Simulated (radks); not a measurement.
Q: The mean radii <r> (bohr) of the occupied orbitals of an atom or ion are listed with their occupations. All-electron calculation, scalar-relativistic Kohn-Sham, exchange-only LDA, spin-polarised, spherical densities, point nucleus. Program: a radial shooting solver on a logarithmic mesh with Libxc functionals.

| orbital | occ. | <r> |
|---|---|---|
| 1s up | 1 | 0.02276 |
| 1s down | 1 | 0.02276 |
| 2s up | 1 | 0.09695 |
| 2s down | 1 | 0.09695 |
| 2p up | 3 | 0.08537 |
| 2p down | 3 | 0.08537 |
| 3s up | 1 | 0.2522 |
| 3s down | 1 | 0.2521 |
| 3p up | 3 | 0.2497 |
| 3p down | 3 | 0.2495 |
| 3d up | 5 | 0.2262 |
| 3d down | 5 | 0.2260 |
| 4s up | 1 | 0.5195 |
| 4s down | 1 | 0.5193 |
| 4p up | 3 | 0.5324 |

Name the element and its charge. Open shells, if any, are filled with parallel spins first.

A: Z = 62, samarium, charge +29: Sm29+ in [Ar] 3d10 4s2 4p3. The 1s radius gives Z: for a bare nucleus <r> = (2 gamma + 1)/(2Z) with gamma = sqrt(1 - (Z/c)^2), 0.02245 bohr for Z = 62, and screening makes it slightly larger (0.02276 here). The occupations add up to 33, and the charge is Z minus that.
